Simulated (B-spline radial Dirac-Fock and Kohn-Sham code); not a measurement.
ΔSCF core binding energies without Breit or QED terms, calculated with a B-spline atomic structure program.

A sound run for chromium as Cr²⁺ in the configuration [Ar] 3d4: The ground state converged in 10 iterations, with total energy -1048.89423 Ha, virial ratio 1.98766 and highest orbital energy -30.75 eV. ΔSCF binding energies: K (1s) 6029.6 eV, L3 (2p3/2) 607.9 eV. Holes are computed only in closed shells, and unreliable hole states are left out.

A second run, with one unsound setting: The ground state converged in 8 iterations, with total energy -984.05957 Ha, virial ratio 1.78515 and highest orbital energy 194.45 eV. ΔSCF binding energies: K (1s) 5776.8 eV, L3 (2p3/2) 405.1 eV. Holes are computed only in closed shells, and unreliable hole states are left out.

```
iter   energy (Ha)        error
   1     -983.35670727  8.08e-01
   2     -984.05237005  4.54e-02
   3     -984.05821437  2.03e-02
   4     -984.05931540  9.17e-03
   5     -984.05956842  1.19e-03
   6     -984.05957300  2.57e-05
   7     -984.05957300  1.82e-06
   8     -984.05957300  2.53e-08
```

Q: Which fault fits the second run best?
A. functional not served
B. box too small
C. overfilled shell
D. speed of light below Z

A: B. The input had rmax = 1.0: rmax squeezes the outer orbitals.
